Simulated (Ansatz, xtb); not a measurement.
# Two isomers of F2H6Si3

Structure I: `F[Si](F)([SiH3])[SiH3]`, a singlet. Structure II: `F[SiH](F)[SiH2][SiH3]`, a singlet. Both are isolated molecules in the gas phase, relaxed with B3LYP/def2-SVP, each in the lowest conformer that the search found.

Quicker runs give these differences E(II) − E(I): GFN2-xTB −4.8 kJ/mol; HF/STO-3G −1.9 kJ/mol (at GFN2-xTB geometries); r2SCAN-D4/def2-SVP −16.2 kJ/mol (at GFN2-xTB geometries).

Task: Estimate E(II) − E(I) at the level CCSD(T)/def2-SVP + ΔMP2/def2-TZVPP.

Result: Calculated at CCSD(T)/def2-SVP + ΔMP2/def2-TZVPP: E(II) − E(I) = −17.8 kJ/mol, so structure II lies lower.

The same difference at several levels:

| level | geometry | E(II) − E(I) (kJ/mol) | departure from the last row (kJ/mol) | job, with rough time for the two |
| --- | --- | --- | --- | --- |
| GFN2-xTB | GFN2-xTB | −4.8 | +13.0 | optimisation, 0.88 s |
| HF/STO-3G | GFN2-xTB | −1.9 | +15.9 | single point, 3 s |
| r2SCAN-D4/def2-SVP | GFN2-xTB | −16.2 | +1.6 | single point, 16 s |
| B3LYP/def2-SVP | B3LYP/def2-SVP | −12.6 | +5.2 | optimisation, 2.4 min |
| HF/def2-SVP | B3LYP/def2-SVP | −18.4 | −0.6 | part of the CCSD(T) run |
| MP2/def2-SVP | B3LYP/def2-SVP | −21.6 | −3.8 | part of the CCSD(T) run |
| CCSD(T)/def2-SVP | B3LYP/def2-SVP | −19.4 | −1.7 | single point |
| CCSD(T)/def2-SVP + ΔMP2/def2-TZVPP | B3LYP/def2-SVP | −17.8 |  | single point, 73 s |

As drawn, both hold the same kinds of bond in the same numbers.

HF/STO-3G finds them nearly level. The largest departure from CCSD(T)/def2-SVP + ΔMP2/def2-TZVPP is that of HF/STO-3G, 15.9 kJ/mol. The last row adds to CCSD(T) the change of the MP2 difference between the two basis sets, here +1.7 kJ/mol.

With thermal terms from frequencies at re-optimised GFN2-xTB minima (ideal gas, soft modes damped towards free rotors, one conformer each, 298.15 K, 1 atm): on the last row, ΔE + ΔZPE = −16.2, ΔH = −17.3, ΔG = −16.7 kJ/mol.

The correlated steps freeze 17 core orbitals. Programs: Ansatz 0.2.0, xtb 6.7.1; the last row on 2 threads of Intel(R) Xeon(R) Processor @ 2.50GHz (Skylake/Cascade Lake) on a shared host.
